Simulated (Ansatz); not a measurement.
## singlet Mg: levels of theory in one basis

A single Mg atom.

Basis set: 6-31G (spherical functions). Frozen core: 1 orbital. Charge 0, multiplicity 1.

Computed with Ansatz (development build ahead of 0.2.0); each method stands on the lowest determinant of its kind that the runs found.

```csv
method,E − E(RHF) (eV),<S²> of the determinant
RHF,0.00,0.00
RHF-CCSD,-0.95,–
RHF-CCSD(T),-0.96,–
RHF-BCCD(T),-0.96,–
```

Q: What does RHF-MP2 give on the same scale?

A: -0.57 eV.

Q: Is a single determinant a sound starting point here?

A: By this sign, yes. Unrestricted orbitals gain 0.00 eV and <S²> is 0.00 against 0.00 for a pure state.
